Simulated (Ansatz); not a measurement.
Molecule: CH7Si2, charge 0, multiplicity 2. It need not be the lowest isomer of its formula. SMILES: [SiH2]C[SiH3]
Structure (B3LYP-D3(BJ)/def2-TZVP (Ansatz, a first-principles code) minimum search):
```xyz
10

Si     1.5005     0.6843     0.0023
C      0.3342    -0.7827    -0.1459
Si    -1.4819    -0.3238     0.0528
H      1.2158     1.6963    -1.0501
H      1.3829     1.3220     1.3410
H      0.5929    -1.5272     0.6120
H      0.4717    -1.2557    -1.1220
H     -1.8732     0.6544    -0.9887
H     -1.7074     0.2828     1.3855
H     -2.3485    -1.5228    -0.0743
```
Charge 0, spin multiplicity 2.

Computed values are from Ansatz. Correlated levels leave the core frozen unless marked. Open shells are spin-unrestricted. Spin-orbit coupling is left out. No relativistic terms. CBS(X,Y): correlation extrapolated as X^-3; Hartree-Fock from the larger set. [CCSD(T)-MP2]/basis is that difference in the basis named.

**Question.** What is the atomisation energy De at RI-MP2/CBS(aug-cc-pV(T+d)Z,aug-cc-pV(Q+d)Z)+[CCSD(T)-MP2]/aug-cc-pV(T+d)Z?

**Answer.** 744.5 kcal/mol.

**Question.** What is the vertical ionisation energy (to the singlet) at RI-MP2/CBS(aug-cc-pV(T+d)Z,aug-cc-pV(Q+d)Z)+[CCSD(T)-MP2]/aug-cc-pV(T+d)Z?

**Answer.** 8.02 eV.

**Question.** What is the total energy at RI-MP2/CBS(aug-cc-pV(T+d)Z,aug-cc-pV(Q+d)Z)+[CCSD(T)-MP2]/aug-cc-pV(T+d)Z?

**Answer.** -620.3615 Eh.

**Question.** What is the vertical electron affinity (to the singlet; negative means unbound) at RI-MP2/CBS(aug-cc-pV(T+d)Z,aug-cc-pV(Q+d)Z)+[CCSD(T)-MP2]/aug-cc-pV(T+d)Z?

**Answer.** 0.91 eV.

**Question.** What is the dipole moment at CCSD(T)/aug-cc-pV(D+d)Z?

**Answer.** 0.87 D.
